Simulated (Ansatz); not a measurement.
`CO[SiH2]N`. The species carries charge 0 and has multiplicity 1.

```xyz
11

C    -0.470    1.797   -0.429
O     0.179    0.767    0.276
Si   -0.042   -0.823   -0.096
N     0.879   -1.857    0.892
H    -1.561    1.723   -0.341
H    -0.157    2.754   -0.009
H    -0.209    1.786   -1.495
H     0.368   -1.037   -1.510
H    -1.479   -1.159    0.093
H     1.876   -1.931    0.770
H     0.615   -2.022    1.849
```

(1) What are the harmonic wavenumbers in cm⁻¹ at PBE0-D4/def2-TZVP (Ansatz, finite differences of forces, unscaled)? (Estimate.)

(2) Is this a minimum?

(3) Give the ideal-gas thermochemistry at 298.15 K and 1 bar (rigid rotor, harmonic oscillator; point group Cs, symmetry number 1).

(4) And at 400, 500, 600, 800 and 1000 K?

(5) Rotational constants (cm⁻¹)?

## Answers

(1) The calculation gave: 51, 98, 166, 232, 308, 397, 569, 766, 786, 878, 904, 943, 959, 1143, 1182, 1215, 1480, 1496, 1497, 1585, 2208, 2214, 3006, 3063, 3116, 3612, 3705.

(2) Yes, all 27 modes are real.

(3) Zero-point energy 224.8 kJ/mol; H(298) − E = 245.3 kJ/mol; entropy 337.3 J/(mol·K), of which translation 163.1, rotation 104.6, vibration 69.6; G(298) − E = 144.7 kJ/mol. Modes under 100 cm⁻¹ are hindered rotations or soft bends, so the harmonic entropy is rough.

(4) 
| T (K) | H − E (kJ/mol) | S (J/mol/K) | G − E (kJ/mol) |
| --- | --- | --- | --- |
| 400 | 256.6 | 369.7 | 108.7 |
| 500 | 269.6 | 398.6 | 70.3 |
| 600 | 284.2 | 425.2 | 29.1 |
| 800 | 317.2 | 472.5 | -60.8 |
| 1000 | 354.1 | 513.7 | -159.5 |

(5) 0.6699, 0.1039, 0.09613.
